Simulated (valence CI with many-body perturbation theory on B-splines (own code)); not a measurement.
**Re LXVIII: electric-dipole lines**

Calculated by configuration interaction combined with many-body perturbation theory (CI+MBPT): six valence electrons over a frozen Dirac-Fock core [He], a basis of 9 s, 9 p, 8 d, 6 f, 3 g, 1 h functions for each j, with the one-electron correlation potential Σ1 (screened to all orders), the two-electron term Σ2, the three-electron term Σ3, Breit, model QED; selected single and double excitations, second order for the rest, scaled by the run's own slope (own B-spline code, finite nucleus).

The last digits are not significant, and no measured levels were compared; by estimate large intervals hold to a few tenths of a per cent, small ones and those within an open d or f shell to about a per cent. Among the levels kept, up to 2100 cm⁻¹ of a level comes from second order outside the variational space, and about a tenth of that is noise between levels of different J, which matters for small intervals.

Lines 151 to 200 of 207 in falling wavelength, among levels below 805.92 Ry, chosen from the strongest by gf and those to the six lowest levels. Wavelengths and rates use the calculated energies. Electric multipoles are in the length gauge with retardation, E1 and E2 with the static RPA response of the core. Weak lines are less certain than strong ones. Lines between different terms over intervals too small for the method are left out, as are lines whose strength nearly cancels. The highest levels of a list are the least certain.

Levels are named by their leading jj configuration (3d3/2^4 stands for four electrons in 3d with j = 3/2), which in mixed levels can hold well under half, so a name can repeat and another be missing. Letters in brackets count levels of one name in rising energy.

```
λ vac (Å)                               Upper                       Lower   A (s⁻¹)  S (a.u.) with core polarisation  S without
    1.402     (2s 2p1/2^2 2p3/2^2 3s) J=1 [b]    (2s 2p1/2^2 2p3/2^3) J=1  1.95e+14                         7.97e-04   7.96e-04
    1.401     (2s 2p1/2^2 2p3/2^2 3s) J=2 [b]    (2s 2p1/2^2 2p3/2^3) J=1  3.63e+13                         2.46e-04   2.46e-04
    1.401     (2s^2 2p1/2 2p3/2^2 3s) J=2 [a]    (2s^2 2p1/2 2p3/2^3) J=2  1.07e+13                         7.25e-05   7.24e-05
    1.399     (2s^2 2p1/2 2p3/2^2 3s) J=1 [a]    (2s^2 2p1/2 2p3/2^3) J=2  4.18e+13                         1.69e-04   1.69e-04
    1.398     (2s^2 2p1/2 2p3/2^2 3s) J=2 [a]    (2s^2 2p1/2 2p3/2^3) J=1  3.29e+13                         2.22e-04   2.21e-04
    1.398         (2s 2p1/2^2 2p3/2^2 3s) J=0    (2s 2p1/2^2 2p3/2^3) J=1  1.19e+14                         1.60e-04   1.60e-04
    1.397         (2s^2 2p1/2 2p3/2^2 3s) J=3    (2s^2 2p1/2 2p3/2^3) J=2  4.15e+13                         3.91e-04   3.90e-04
    1.396     (2s^2 2p1/2 2p3/2^2 3s) J=1 [a]    (2s^2 2p1/2 2p3/2^3) J=1  2.08e+14                         8.37e-04   8.36e-04
    1.396     (2s^2 2p1/2 2p3/2^2 3s) J=2 [b]    (2s^2 2p1/2 2p3/2^3) J=2  2.19e+14                         1.47e-03   1.47e-03
    1.396         (2s^2 2p1/2^2 2p3/2 3s) J=2  (2s^2 2p1/2^2 2p3/2^2) J=2  1.21e+14                         8.12e-04   8.11e-04
    1.394         (2s^2 2p1/2^2 2p3/2 3s) J=1  (2s^2 2p1/2^2 2p3/2^2) J=2  2.01e+14                         8.07e-04   8.06e-04
    1.393     (2s^2 2p1/2 2p3/2^2 3s) J=2 [b]    (2s^2 2p1/2 2p3/2^3) J=1  3.06e+13                         2.04e-04   2.04e-04
    1.390      (2s^2 2p1/2 2p3/2^2 3p3/2) J=0    (2s 2p1/2^2 2p3/2^3) J=1  9.65e+10                         1.28e-07   1.28e-07
    1.390     (2s 2p1/2^2 2p3/2^2 3s) J=1 [a]    (2s 2p1/2^2 2p3/2^3) J=2  9.66e+13                         3.84e-04   3.84e-04
    1.390      (2s^2 2p1/2 2p3/2^2 3p3/2) J=2    (2s 2p1/2^2 2p3/2^3) J=1  5.17e+11                         3.42e-06   3.42e-06
    1.389     (2s 2p1/2^2 2p3/2^2 3s) J=1 [b]    (2s 2p1/2^2 2p3/2^3) J=2  5.36e+13                         2.13e-04   2.13e-04
    1.388     (2s^2 2p1/2 2p3/2^2 3s) J=1 [b]    (2s^2 2p1/2 2p3/2^3) J=2  1.03e+14                         4.07e-04   4.07e-04
    1.388     (2s 2p1/2^2 2p3/2^2 3s) J=2 [b]    (2s 2p1/2^2 2p3/2^3) J=2  5.83e+12                         3.85e-05   3.84e-05
    1.388      (2s^2 2p1/2 2p3/2^2 3p3/2) J=1    (2s 2p1/2^2 2p3/2^3) J=1  3.20e+12                         1.27e-05   1.26e-05
    1.386         (2s^2 2p1/2 2p3/2^2 3s) J=0    (2s^2 2p1/2 2p3/2^3) J=1  1.26e+14                         1.65e-04   1.65e-04
    1.385     (2s^2 2p1/2 2p3/2^2 3s) J=1 [b]    (2s^2 2p1/2 2p3/2^3) J=1  2.05e+13                         8.07e-05   8.06e-05
    1.377  (2s^2 2p1/2 2p3/2^2 3p3/2) J=3 [a]    (2s 2p1/2^2 2p3/2^3) J=2  2.18e+11                         1.97e-06   1.97e-06
    1.377      (2s^2 2p1/2 2p3/2^2 3p3/2) J=2    (2s 2p1/2^2 2p3/2^3) J=2  3.16e+12                         2.03e-05   2.03e-05
    1.374      (2s^2 2p1/2 2p3/2^2 3p3/2) J=1    (2s 2p1/2^2 2p3/2^3) J=2  1.52e+12                         5.85e-06   5.85e-06
    1.374  (2s^2 2p1/2 2p3/2^2 3p3/2) J=3 [b]    (2s 2p1/2^2 2p3/2^3) J=2  2.61e+11                         2.34e-06   2.34e-06
    1.328  (2s 2p1/2^2 2p3/2^2 3p1/2) J=2 [a]    (2s^2 2p1/2 2p3/2^3) J=2  1.32e+11                         7.64e-07   7.63e-07
    1.328      (2s 2p1/2^2 2p3/2^2 3p1/2) J=3    (2s^2 2p1/2 2p3/2^3) J=2  3.58e+10                         2.90e-07   2.89e-07
    1.325  (2s 2p1/2^2 2p3/2^2 3p1/2) J=2 [a]    (2s^2 2p1/2 2p3/2^3) J=1  4.16e+11                         2.39e-06   2.39e-06
    1.313  (2s 2p1/2^2 2p3/2^2 3p1/2) J=1 [a]    (2s^2 2p1/2 2p3/2^3) J=2  8.06e+11                         2.70e-06   2.70e-06
    1.313  (2s 2p1/2^2 2p3/2^2 3p1/2) J=1 [b]    (2s^2 2p1/2 2p3/2^3) J=2  5.33e+10                         1.78e-07   1.79e-07
    1.312  (2s 2p1/2^2 2p3/2^2 3p1/2) J=2 [b]    (2s^2 2p1/2 2p3/2^3) J=2  5.94e+11                         3.31e-06   3.31e-06
    1.310  (2s 2p1/2^2 2p3/2^2 3p1/2) J=1 [a]    (2s^2 2p1/2 2p3/2^3) J=1  7.18e+10                         2.39e-07   2.39e-07
    1.310  (2s 2p1/2^2 2p3/2^2 3p1/2) J=1 [b]    (2s^2 2p1/2 2p3/2^3) J=1  3.79e+10                         1.26e-07   1.26e-07
    1.310      (2s 2p1/2^2 2p3/2^2 3p1/2) J=0    (2s^2 2p1/2 2p3/2^3) J=1  1.51e+12                         1.67e-06   1.67e-06
    1.310  (2s 2p1/2^2 2p3/2^2 3p1/2) J=2 [b]    (2s^2 2p1/2 2p3/2^3) J=1  2.19e+07                         1.22e-10   1.52e-10
    1.304      (2s^2 2p1/2^2 2p3/2 3d3/2) J=1  (2s^2 2p1/2^2 2p3/2^2) J=0  1.41e+14                         4.65e-04   4.65e-04
    1.297      (2s^2 2p1/2^2 2p3/2 3d3/2) J=2  (2s^2 2p1/2^2 2p3/2^2) J=2  1.45e+14                         7.82e-04   7.82e-04
    1.296      (2s^2 2p1/2^2 2p3/2 3d3/2) J=3  (2s^2 2p1/2^2 2p3/2^2) J=2  3.27e+13                         2.46e-04   2.46e-04
    1.296      (2s^2 2p1/2^2 2p3/2 3d3/2) J=1  (2s^2 2p1/2^2 2p3/2^2) J=2  2.85e+14                         9.18e-04   9.19e-04
    1.286      (2s^2 2p1/2^2 2p3/2 3d5/2) J=1  (2s^2 2p1/2^2 2p3/2^2) J=0  1.49e+15                         4.70e-03   4.70e-03
    1.281      (2s^2 2p1/2^2 2p3/2 3d5/2) J=2  (2s^2 2p1/2^2 2p3/2^2) J=2  1.09e+15                         5.64e-03   5.64e-03
    1.279      (2s^2 2p1/2^2 2p3/2 3d5/2) J=3  (2s^2 2p1/2^2 2p3/2^2) J=2  2.43e+15                         1.76e-02   1.76e-02
    1.277      (2s^2 2p1/2^2 2p3/2 3d5/2) J=1  (2s^2 2p1/2^2 2p3/2^2) J=2  1.32e+14                         4.08e-04   4.08e-04
    1.203     (2s^2 2p1/2 2p3/2^2 3s) J=1 [a]  (2s^2 2p1/2^2 2p3/2^2) J=0  2.19e+11                         5.64e-07   5.64e-07
    1.197     (2s^2 2p1/2 2p3/2^2 3s) J=2 [a]  (2s^2 2p1/2^2 2p3/2^2) J=2  2.54e+13                         1.08e-04   1.07e-04
    1.196     (2s^2 2p1/2 2p3/2^2 3s) J=1 [a]  (2s^2 2p1/2^2 2p3/2^2) J=2  5.30e+13                         1.34e-04   1.34e-04
    1.195     (2s^2 2p1/2 2p3/2^2 3s) J=1 [b]  (2s^2 2p1/2^2 2p3/2^2) J=0  4.93e+13                         1.25e-04   1.24e-04
    1.194         (2s^2 2p1/2 2p3/2^2 3s) J=3  (2s^2 2p1/2^2 2p3/2^2) J=2  4.62e+13                         2.72e-04   2.71e-04
    1.193     (2s^2 2p1/2 2p3/2^2 3s) J=2 [b]  (2s^2 2p1/2^2 2p3/2^2) J=2  2.49e+13                         1.04e-04   1.04e-04
    1.188     (2s^2 2p1/2 2p3/2^2 3s) J=1 [b]  (2s^2 2p1/2^2 2p3/2^2) J=2  2.57e+11                         6.39e-07   6.39e-07
```
